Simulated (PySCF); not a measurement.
Ionisation energy of Be⁺ by level of theory

Be⁺ [He] 2s1 (2S) → Be²⁺ 1s2 (1S), as a difference of total energies. All numbers are calculated (PySCF 2.14, no relativity, point nucleus, in aug-cc-pVTZ with one added diffuse shell each of s, p, d, f type (6s5p4d3f, 62 functions)). The calculations carry no spin-orbit coupling.

```json
{"method": "UHF", "ionisation energy (eV)": "18.125"}
{"method": "LDA", "ionisation energy (eV)": "18.249"}
{"method": "PBE", "ionisation energy (eV)": "18.491"}
{"method": "PBE0", "ionisation energy (eV)": "18.453"}
{"method": "r2SCAN", "ionisation energy (eV)": "18.182"}
{"method": "wB97X-V", "ionisation energy (eV)": "18.339"}
{"method": "BHandHLYP", "ionisation energy (eV)": "18.498"}
{"method": "MN15", "ionisation energy (eV)": "18.014"}
{"method": "BP86", "ionisation energy (eV)": "18.382"}
```

For comparison: 18.211 eV (measured; NIST Atomic Spectra Database, ionization energies).
